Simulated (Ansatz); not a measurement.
System: C$_{3}$H$_{9}$BrGeO$_{3}$, charge 0, multiplicity 1. 
Coordinates optimised at B3LYP-D3(BJ)/def2-TZVP (Ansatz, a quantum-chemistry and plane-wave program):
SMILES: C[O][Ge]([Br])([O]C)[O]C
```xyz
17

C      0.5738    -2.5795     0.7073
O      0.3892    -1.2787     1.2606
Ge     0.2780     0.1417     0.2151
Br    -1.3101    -0.2022    -1.4219
O     -0.1081     1.4966     1.2637
C     -1.2552     1.4465     2.1123
O      1.7868     0.4912    -0.6179
C      2.9296     0.8671     0.1567
H      1.4990    -2.6420     0.1278
H     -0.2650    -2.8631     0.0663
H      0.6321    -3.2778     1.5420
H     -2.1775     1.3853     1.5279
H     -1.2073     0.5969     2.7973
H     -1.2656     2.3710     2.6889
H      3.7585     0.9858    -0.5405
H      2.7614     1.8121     0.6778
H      3.1902     0.0973     0.8885
```
Charge 0, spin multiplicity 1.

Wanted: atomisation energy (electronic, to ground-state atoms), in kcal/mol. Cores are frozen in the correlated levels unless marked. Open shells are spin-unrestricted. Spin-orbit coupling is left out. Frozen are the shells of the preceding noble gas and the d and f shells that filled before the atom's block. Non-relativistic. The coupled-cluster limit lacks core correlation, which all-electron functionals hold. CBS(X,Y): correlation extrapolated as X^-3; Hartree-Fock from the larger set. The bracket is a focal-point correction in the basis named.

```csv
level,program,atomisation energy (kcal/mol),minus last row
HF/6-31G,Ansatz,978.9,-548.0
BLYP-D3(BJ)/def2-TZVPD,Ansatz + dftd3,1513.1,-13.8
BLYP-D4/def2-TZVPD,Ansatz + dftd4,1514.6,-12.3
PBE0/6-31G*,Ansatz,1502.7,-24.2
MP2/6-31G*,Ansatz,1409.5,-117.4
SCS-MP2/aug-cc-pVTZ,Ansatz,1514.0,-12.9
"RI-MP2/CBS(aug-cc-pVTZ,aug-cc-pVQZ)+[CCSD(T)-MP2]/aug-cc-pVTZ",Ansatz,1526.9,0.0
```
